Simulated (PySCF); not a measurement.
Cl₃In, singlet, at a GFN2-xTB geometry (such geometries of metal compounds can be far from the true shape) (core potentials on In). Base run: PBE0/def2-SVP, polarisability run with PySCF.

Input for PySCF:
```python
from pyscf import gto, scf, dft
from pyscf.prop import polarizability

mol = gto.M(
    atom='''
In    0.00000000   -0.00000000   -0.00000000
Cl    2.24675279   -0.22448626   -0.41793910
Cl   -0.93304425   -1.01382419    1.83699597
Cl   -1.31370853    1.23831044   -1.41905687
''',
    basis='def2-svp',
    ecp={'In': 'def2-svp'},
    verbose=3,
)

mf = dft.RKS(mol)
mf.xc = 'pbe0'
mf.kernel()
alpha = mf.Polarizability().polarizability()[2, 2]
print('alpha_zz =', alpha)
```

The base run was repeated with changes; each row names its change, and settings that it needs were set with it.

```tsv
change	alpha_zz (bohr³)	basis functions	core-seconds (rough)
base	56.21	80	10
finite field (a.u.) = 0.05; conv_tol = 1e-11	57.26	80	10
functional = camb3lyp	…	80	20
finite field (a.u.) = 0.005; conv_tol = 1e-11	56.22	80	10
finite field (a.u.) = 0.001; conv_tol = 1e-6	56.26	80	6
finite field (a.u.) = 0.02; conv_tol = 1e-11	56.37	80	10
finite field (a.u.) = 0.001; conv_tol = 1e-11	56.21	80	9
finite field (a.u.) = 2e-4; conv_tol = 1e-6	57.48	80	8
functional = lda,vwn	60.00	80	6
basis = def2-SVPD	76.43	113	20
finite field (a.u.) = 2e-4; conv_tol = 1e-11	56.21	80	10
functional = hf	49.26	80	2
```

Task: Some entries are withheld; supply them.

Result: 
- functional = camb3lyp, alpha_zz (bohr³): 55.37

Finite-field rows take the second difference of the energy in a field along z; a small field with loose convergence shows SCF noise divided by the square of the field, and a large one adds hyperpolarisability.
